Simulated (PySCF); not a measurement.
# Ionisation energy of As by level of theory

As [Ar] 3d10 4s2 4p3 (4S) → As⁺ [Ar] 3d10 4s2 4p2 (3P), as a difference of total energies. Calculation: PySCF 2.14, in x2c-TZVPPall with one added diffuse shell each of s, p, d type (7s6p5d1f, 57 functions); the spin-free X2C one-electron Hamiltonian (Gaussian nucleus). Correlated levels: valence: [Ar] 3d10 frozen; valence and next inner shell: [Ne] frozen. The calculations carry no spin-orbit coupling.

```json
{"method": "UHF", "ionisation energy (eV)": "9.417"}
{"method": "LDA", "ionisation energy (eV)": "10.033"}
{"method": "PBE", "ionisation energy (eV)": "9.889"}
{"method": "PBE0", "ionisation energy (eV)": "9.946"}
{"method": "r2SCAN", "ionisation energy (eV)": "10.094"}
{"method": "PBEsol", "ionisation energy (eV)": "9.905"}
{"method": "BHandHLYP", "ionisation energy (eV)": "9.732"}
{"method": "HSE06", "ionisation energy (eV)": "9.926"}
{"method": "wB97X", "ionisation energy (eV)": "9.686"}
{"method": "MP2 (valence)", "ionisation energy (eV)": "9.891"}
{"method": "SCS-MP2 (valence)", "ionisation energy (eV)": "9.745"}
{"method": "MP2 (valence and next inner shell)", "ionisation energy (eV)": "9.973"}
{"method": "SCS-MP2 (valence and next inner shell)", "ionisation energy (eV)": "9.799"}
```

**Question.** How much does correlation contribute at MP2 (valence and next inner shell)?

**Answer.** 9.973 − (9.417) = 0.556 eV, measured against UHF.

A first-order spin-orbit estimate (lowest level to lowest level, LS coupling) adds -0.190 eV.

Errors of the correlated levels include the incompleteness of this basis and the frozen core.

For comparison: 9.789 eV (measured; NIST Atomic Spectra Database, ionization energies).
